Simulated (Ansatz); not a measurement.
`C=NB(C)F` + HBr → `C=NB(F)Br` + CH₄ at 700 K and 1 bar (ligand exchange at a B–C bond).

Calculated with Ansatz (gas phase, PBE0-D4/def2-TZVP geometries, no zero-point term in ΔE). CCSD(T)/CBS is the MP2 limit (def2-TZVPP, def2-QZVPP) plus CCSD(T) − MP2 in def2-TZVPP, frozen cores. This one scheme is used for every species. For Br outer-core shells are correlated without core-valence functions, which leaves a few kJ/mol of doubt a bond. Scalar relativity is left out up to krypton. One conformer a species, not always the lowest.

```tsv
species	CCSD(T)/CBS energy (Eh)	H − E (kJ/mol)	S (J/(mol·K))
`C=NB(C)F`	-258.47400	264.5	431.3
HBr	-2573.91920	36.5	223.7
`C=NB(F)Br`	-2791.95772	159.2	414.7
CH₄	-40.46206	145.9	224.0
```

H − E and S are ideal-gas, rigid-rotor, harmonic terms from PBE0-D4/def2-TZVP, for one conformer and one mirror image of each species. 1 Eh = 2625.50 kJ/mol, R = 8.31446 J/(mol·K).

Problem. By hand: ΔE, ΔH, ΔS and ΔG.

Solution. ΔE = (-2791.95772) + (-40.46206) − (-258.47400) − (-2573.91920) = -0.02658 Eh = -69.8 kJ/mol. Δ(H − E) = 159.2 + 145.9 − 264.5 − 36.5 = 4.1, so ΔH = -65.7 kJ/mol. ΔS = 414.7 + 224.0 − 431.3 − 223.7 = -16.3 J/(mol·K). ΔG = -65.7 − 700 × (-16.3)/1000 = -54.3 kJ/mol.

Problem. By hand: the equilibrium constant, and the temperature at which ΔG would vanish if ΔH and ΔS stayed fixed.

Solution. log₁₀ K = −ΔG/(RT ln 10) = 4.1. ΔG = 0 at ΔH/ΔS = 4031 K, far beyond where these terms or the molecules hold.

ΔH outweighs TΔS. A doubt of 5 kJ/mol in ΔE shifts log₁₀ K by 0.4 here. Other conformers and mirror images would add mixing entropy, several J/(mol·K) or more a flexible species. These are equilibria of isolated gas molecules and say nothing of rates. Largest T1 diagnostic: 0.013 (customary marks: 0.02 for closed shells, 0.045 for open ones).
